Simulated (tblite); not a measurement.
Run record: tight-binding relaxation, `[Br][Al]([CH]=C)[n]1cccc1`.

Computed with GFN2-xTB geometry optimisation, gas phase (tblite 0.8.0). Start geometry: from a force field or distance geometry. The input is one job of a driver script: a line of settings, then coordinates in Å.

Command:
```bash
OMP_NUM_THREADS=1 python probes_run.py task.json out
```

Input:
```
{"job": {"kind": "relax", "xc": "GFN2-xTB", "basis": "xTB"}, "charge": 0, "multiplicity": 1}
C      3.715300     0.514600    -0.123100
C      2.388600     0.739900    -0.197600
Al     1.097000    -0.677500     0.267400
Br     1.835500    -2.813000     0.936200
N     -0.788700    -0.309200     0.160100
C     -1.360700     0.855000    -0.218300
C     -2.729400     0.746200    -0.179800
C     -2.999900    -0.540600     0.238800
C     -1.783400    -1.167400     0.429100
H      4.095400    -0.448400     0.188000
H      4.398400     1.309400    -0.378300
H      2.016800     1.703600    -0.494100
H     -0.809700     1.744500    -0.489500
H     -3.445700     1.512500    -0.421700
H     -3.988000    -0.975000     0.378700
H     -1.649100    -2.185800     0.765200
```

Output:
```
step      E/eV     max force
  0    -667.02899    2.465
  1    -667.17779    1.041
  2    -667.21274    0.800
  3    -667.25229    0.523
  4    -667.26579    0.597
  5    -667.27868    0.438
  6    -667.28601    0.207
  7    -667.29013    0.153
  8    -667.29387    0.185
  9    -667.29680    0.150
... (20 lines left out)
 30    -667.30976    0.034
 31    -667.30987    0.031
 32    -667.30998    0.027
 33    -667.31006    0.023
 34    -667.31011    0.017
 35    -667.31016    0.016
 36    -667.31020    0.015
 37    -667.31022    0.013
 38    -667.31024    0.010
 39    -667.31025    0.008
```

«max force» is the largest atomic force in eV/Å.

Task: From which step on does the largest force stay under 0.1 eV/Å, and how much energy is left to gain from there?

Result: From step 15 (0.095 eV/Å), 3.3 meV above the end.

Main results: energy lowered by 6.5 kcal/mol over 39 steps; largest atomic force 0.008 eV/Å at the end.

Task: Give the final coordinates.

Result: 0.079 Å rms from the input after alignment:
```
atom  x, y, z in Å
C1     3.6478    0.5129   -0.1216
C2     2.3442    0.7815   -0.2028
Al3    1.0405   -0.6222    0.2482
Br4    1.7228   -2.6692    0.8973
N5    -0.7601   -0.3480    0.1679
C6    -1.3303    0.8500   -0.2127
C7    -2.6867    0.7433   -0.1748
C8    -2.9869   -0.5737    0.2469
C9    -1.8007   -1.2116    0.4472
H10    4.0113   -0.4597    0.1872
H11    4.4157    1.2387   -0.3557
H12    2.0486    1.7809   -0.5205
H13   -0.7066    1.6848   -0.4799
H14   -3.3971    1.5097   -0.4181
H15   -3.9667   -0.9884    0.3835
H16   -1.6034   -2.2200    0.7689
```

Time: 0.32 s of wall time. Hardware: one thread, Arm Neoverse V2 (aarch64) (shared host).
Labels such as C1 count atoms from 1, the log's own numbers from 0.
